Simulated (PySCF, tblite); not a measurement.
Species: C3H14FNSi3.
SMILES with atom numbers: `[NH2:1][CH2:2][CH2:3][SiH2:4][Si@@H:5]([F:6])[CH2:7][SiH3:8]` (hydrogens: H9, H10 on N1; H11, H12 on C2; H13, H14 on C3; H15, H16 on Si4; H17 on Si5; H18, H19 on C7; H20, H21, H22 on Si8)

Cartesian coordinates in Å at the GFN2-xTB level; atoms count from 1:
```
atom  x, y, z in Å
N1    -3.5731    0.4735    0.9962
C2    -3.1336   -0.7106    0.2776
C3    -1.9071   -0.3350   -0.5352
Si4   -0.7903    0.7759    0.5420
Si5    1.3035    0.8578   -0.4383
F6     2.0309    2.1832    0.1594
C7     2.4723   -0.5771    0.0062
Si8    4.2488   -0.4386   -0.6597
H9    -3.9099    1.1713    0.3416
H10   -4.3293    0.2560    1.6361
H11   -2.8561   -1.4581    1.0257
H12   -3.9197   -1.1514   -0.3605
H13   -1.3965   -1.2373   -0.8712
H14   -2.2141    0.2046   -1.4325
H15   -1.3699    2.1208    0.6433
H16   -0.7505    0.2035    1.8962
H17    1.4057    1.1183   -1.8789
H18    2.5180   -0.6597    1.0934
H19    2.0378   -1.5133   -0.3457
H20    5.0317   -1.5779   -0.1637
H21    4.8731    0.8030   -0.2091
H22    4.2178   -0.4894   -2.1245
```

Theory: PBE0/pcSseg-1 in PySCF (dipole) on a GFN2-xTB geometry, gas phase.

Take the most abundant isotopes and a rigid rotor. The values belong to one conformer with, in the numbering `[NH2:1][CH2:2][CH2:3][SiH2:4][Si@@H:5]([F:6])[CH2:7][SiH3:8]`, H–N1–C2–C3 67° and -174°, N1–C2–C3–Si4 42°, C2–C3–Si4–Si5 164°, C3–Si4–Si5–F6 160°, Si4–Si5–C7–Si8 -174°.

Q: Give the principal moments of inertia and the rotational constants in MHz.

A: Ia = 185.14, Ib = 1220.21, Ic = 1335.34 u·Å²; 505379 MHz·u·Å²/I gives A = 2730, B = 414.2, C = 378.5 MHz.

Q: Classify the top.

A: A near-prolate asymmetric top; Ray's κ = -0.970.

Q: Is it planar, by Δ = Ic − Ia − Ib?

A: Not planar: Δ = Ic − Ia − Ib = -70.01 u·Å². For a rigid frame Δ = −2 Σ m c², so Σ m c² = 35.01 u·Å² lies off the ab plane: 17.56 from hydrogen and 17.45 from heavier atoms. The atom farthest from that plane is 1.84 Å away.

Q: Give the other two planar moments, Paa and Pbb, and the rms extents of the mass along the axes.

A: Paa = Σ m a² = (Ib + Ic − Ia)/2 = 1185.21 and Pbb = Σ m b² = (Ia + Ic − Ib)/2 = 150.14 u·Å². With the mass M = 167.04 u, the rms extents √(P/M) along a, b and c are 2.66, 0.95, 0.46 Å.

Q: List the rotational levels J(Ka,Kc) to J = 5 (K).

A: Above 0(0,0), as E/k:
J = 1: 1(0,1) 0.038, 1(1,1) 0.149, 1(1,0) 0.151
J = 2: 2(0,2) 0.114, 2(1,2) 0.224, 2(1,1) 0.229, 2(2,1) 0.562, 2(2,0) 0.562
J = 3: 3(0,3) 0.228, 3(1,3) 0.335, 3(1,2) 0.345, 3(2,2) 0.676, 3(2,1) 0.676, 3(3,1) 1.236, 3(3,0) 1.236
J = 4: 4(0,4) 0.380, 4(1,4) 0.484, 4(1,3) 0.501, 4(2,3) 0.828, 4(2,2) 0.829, 4(3,2) 1.388, 4(3,1) 1.388, 4(4,1) 2.172, 4(4,0) 2.172
J = 5: 5(0,5) 0.570, 5(1,5) 0.670, 5(1,4) 0.695, 5(2,4) 1.018, 5(2,3) 1.019, 5(3,3) 1.579, 5(3,2) 1.579, 5(4,2) 2.362, 5(4,1) 2.362, 5(5,1) 3.370, 5(5,0) 3.370
Those of J = 1 are B + C, A + C and A + B.

Q: Which types of transition are allowed, and where do some lines up to J = 4 fall?

A: The dipole components are |μa| = 3.44 D, |μb| = 2.55 D, |μc| = 0.52 D. Intensities carry the squares of the components, which stand as 1.00 : 0.55 : 0.02 (a : b : c). Some lines, for components of 0.1 D or more:

```csv
type,branch,"J(Ka,Kc)",MHz,lower level (cm⁻¹)
a,R,"2(1,2) ← 1(1,1)",1550,0.104
a,R,"2(1,1) ← 1(1,0)",1621,0.105
c,Q,"2(1,2) ← 2(0,2)",2280,0.079
b,Q,"2(1,1) ← 2(0,2)",2387,0.079
a,R,"3(1,2) ← 2(1,1)",2431,0.159
a,R,"4(0,4) ← 3(0,3)",3166,0.159
a,R,"4(2,2) ← 3(2,1)",3174,0.470
c,R,"2(1,1) ← 1(0,1)",3972,0.026
b,R,"4(1,4) ← 3(0,3)",5326,0.159
b,Q,"4(2,3) ← 4(1,4)",7179,0.336
c,R,"3(2,2) ← 2(1,2)",9432,0.155
b,R,"3(3,1) ← 2(2,0)",14045,0.391
c,R,"3(3,0) ← 2(2,0)",14045,0.391
c,R,"4(3,1) ← 3(2,1)",14836,0.470
c,R,"4(4,0) ← 3(3,0)",19504,0.859
```

Q: Estimate the classical rotational partition function at 10 K, 25 K and 200 K.

A: Point group C1, symmetry number σ = 1; q = (√π/σ)·√((kT/h)³/(ABC)), k/h = 20836.6 MHz/K: 8150 at 10 K, 32200 at 25 K, 729000 at 200 K.

Its lowest GFN2-xTB frequency is 15 cm⁻¹, too small to tell a flat minimum from a shallow saddle. Zero-point vibration and centrifugal distortion are left out. A rigid rotor knows nothing of inversion at nitrogen or internal rotation, which can split or shift real lines. Quadrupole hyperfine structure (14N) is left out.

Hardware: one thread, Arm Neoverse V1 (aarch64), shared host with 32 logical CPUs at a one-minute load of 25. Cost: 51 s, 0.96 GiB resident at most. This is the PBE0/pcSseg-1 job that gave the dipole, with the shieldings it also computed.
